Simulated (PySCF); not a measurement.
# Ni³⁺: interval between two levels

Ni³⁺ [Ar] 3d7 [4F9/2, M_J = 9/2] → Ni³⁺ [Ar] 3d6 4p1 [6F11/2, M_J = 11/2], as a difference of total energies. All numbers are calculated (PySCF 2.14, the two-component X2C-1e Hamiltonian, in x2c-TZVPall-2c with one added diffuse shell each of s, p, d type (7s8p5d1f, 63 functions)). Correlated levels: [Ne] frozen. "Screened" scales the spin-orbit matrix elements by Boettger's factors to mimic the two-electron term; Breit and QED terms are absent.

```tsv
method	interval between two levels (cm⁻¹)
GHF (spin-free)	168580
GMP2 (spin-free)	178710
GHF (screened spin-orbit)	169480
GMP2 (screened spin-orbit)	179640
```

The labels give the starting determinants; with spin-orbit coupling the two ends relaxed to ⟨J²⟩ = 24.75, ⟨L²⟩ = 12.03, ⟨S²⟩ = 3.74 and ⟨J²⟩ = 35.75, ⟨L²⟩ = 12.02, ⟨S²⟩ = 8.74.
